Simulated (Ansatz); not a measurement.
Stepwise reaction of `[NH2][In]([Br])[Br]` with hydrogen fluoride, as a gas-phase model of exchange steps in deposition or etching. ΔE in kJ/mol; ΔG adds harmonic PBE0-D4 terms to CCSD(T)/CBS, at 1 bar.

Program: Ansatz. Geometries: PBE0-D4/def2-TZVP. ΔE: electronic, gas phase. CCSD(T)/CBS adds triple-zeta CCSD(T) − MP2 to the extrapolated MP2 energy (def2 sets, frozen cores). This one scheme is used for every species. DFT in def2-TZVPP. B3LYP here is the variant with VWN-RPA as its local correlation; programs differ in this. Elements past krypton have def2 core potentials. For Br, In outer-core shells are correlated without core-valence functions, which leaves a few kJ/mol of doubt a bond. Scalar relativity is left out up to krypton. One conformer a species, not always the lowest.

| step | reaction | PBE-D4 | B3LYP-D4 | ωB97M-V | CCSD(T)/CBS | ΔG(500 K) |
| --- | --- | --- | --- | --- | --- | --- |
| 1 | `[NH2][In]([Br])[Br]` + H–F → `[NH2][In]([F])[Br]` + HBr | 72.2 | 74.1 | 75.6 | 82.5 | 73.7 |
| 2 | `[NH2][In]([F])[Br]` + H–F → `[NH2][In]([F])[F]` + HBr | 75.2 | 76.7 | 78.5 | 84.6 | 75.8 |

(1) By hand: ΔE of the 2 steps together at CCSD(T)/CBS.

## Answers

(1) (82.5) + (84.6) = 167.1 kJ/mol, or 83.5 kJ/mol a step.

In ΔE the steps differ by no more than 2.1 kJ/mol. All are uphill at CCSD(T)/CBS. ΔG lies between 73.7 and 75.8 kJ/mol a step. PBE-D4 differs from CCSD(T)/CBS by -10.3 to -9.4 kJ/mol a step. Isolated molecules leave out the surface, adducts and barriers. Largest T1 diagnostic: 0.016.
